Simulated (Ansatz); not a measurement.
Geometry optimisation, Ansatz 0.2.0, DFT LDA, scalar-relativistic, plane waves, PAW.

The input (input.yaml):

```yaml
crystal:
  lattice:
    - [6.32, 0.0, 0.0]
    - [3.16, 4.468915, 0.0]
    - [0.0, 0.0, 18.703372]
  atoms:
    - { symbol: W, position: [-0.24999999, 0.49999998, 0.05346629] }
    - { symbol: W, position: [0.25000001, 0.49999998, 0.05346629] }
    - { symbol: W, position: [-0.24999998, 0.99999997, 0.05346629] }
    - { symbol: W, position: [0.25000002, 0.99999997, 0.05346629] }
    - { symbol: W, position: [0.0, 0.0, 0.17293445] }
    - { symbol: W, position: [0.5, 0.0, 0.17293445] }
    - { symbol: W, position: [1.0e-08, 0.49999998, 0.17293445] }
    - { symbol: W, position: [0.50000001, 0.49999998, 0.17293445] }
    - { symbol: W, position: [-0.24999999, 0.49999998, 0.29240261] }
    - { symbol: W, position: [0.25000001, 0.49999998, 0.29240261] }
    - { symbol: W, position: [-0.24999998, 0.99999997, 0.29240261] }
    - { symbol: W, position: [0.25000002, 0.99999997, 0.29240261] }
    - { symbol: W, position: [0.0, 0.0, 0.41187077] }
    - { symbol: W, position: [0.5, 0.0, 0.41187077] }
    - { symbol: W, position: [1.0e-08, 0.49999998, 0.41187077] }
    - { symbol: W, position: [0.50000001, 0.49999998, 0.41187077] }
    - { symbol: "N", position: [0.25000001, 0.74999998, 0.51719937] }
    - { symbol: H, position: [-0.16666665, 0.83333331, 0.48191162] }
    - { symbol: H, position: [0.41177201, 0.7196962, 0.54820982] }
    - { symbol: H, position: [0.09831603, 0.94505827, 0.54820982] }
basis:
  ecutwfc: 420.0
kpoints:
  mp_grid: { grid: [3, 4, 1] }
hamiltonian:
  xc: lda
  pseudopotentials: { kind: paw, azcp: { folder: soft_1 } }
scf:
  occupations: { method: gaussian, width: 0.05 }
  lower_state_search: "off"
relax:
  f_tol: 0.03
  max_steps: 60
  adjacent_minimum: "off"
  constraints: [{ sites: [0, 1, 2, 3] }]
```

Run as:

```bash
$ ansatz run input.yaml --threads 4 --pin off --max-ram 10240MiB --backend cpu --events-out ev --progress --plain --runs-dir out
```

**Question.** Where does it end, and by what steps?

**Answer.** It converged. Limits of this set-up: coarse k mesh, thin slab, slab without dipole correction, no dispersion correction for a molecule that may bind weakly, PAW files made for another functional, a typed lattice constant that wasn't relaxed here. After 13 steps the energy has fallen by 2.378 eV; H20 moved furthest, 1.43 Å.

```csv
step,energy less start (eV),largest force component (eV/Å),accepted
0,0.0000,1.636,yes
1,-0.6435,1.131,yes
2,-1.1543,0.886,yes
3,-1.4501,1.316,yes
4,-1.7714,0.868,yes
5,-2.0119,0.610,yes
6,-2.2033,0.516,yes
7,-2.3285,0.300,yes
8,-2.3658,0.176,yes
9,-2.3661,0.331,yes
10,-2.3771,0.126,yes
11,-2.3781,0.034,yes
12,-2.3775,0.042,no
13,-2.3783,0.006,yes
```

```xyz
20
Lattice="6.3200 0.0000 0.0000 3.1600 4.4689 0.0000 0.0000 0.0000 18.7034" Properties=species:S:1:pos:R:3
W 0.000 2.234 1.000
W 3.160 2.234 1.000
W 1.580 4.469 1.000
W 4.740 4.469 1.000
W 0.000 0.002 3.135
W 3.163 -0.005 3.140
W 1.579 2.243 3.138
W 4.742 2.240 3.138
W 0.006 2.212 5.349
W 3.165 2.258 5.343
W 1.576 4.498 5.348
W 4.739 4.466 5.346
W 0.040 0.029 7.603
W 3.184 0.062 7.456
W 1.567 2.213 7.450
W 4.734 2.236 7.553
N 4.074 3.389 9.225
H 1.551 3.816 8.523
H 4.743 3.918 9.792
H 3.451 2.866 9.848
```

Whether the end is a true minimum wasn't checked by a vibrational analysis.

Run time: 2.3 min on 4 threads of Arm Neoverse V2, on a shared host, peak memory 1.6 GiB.
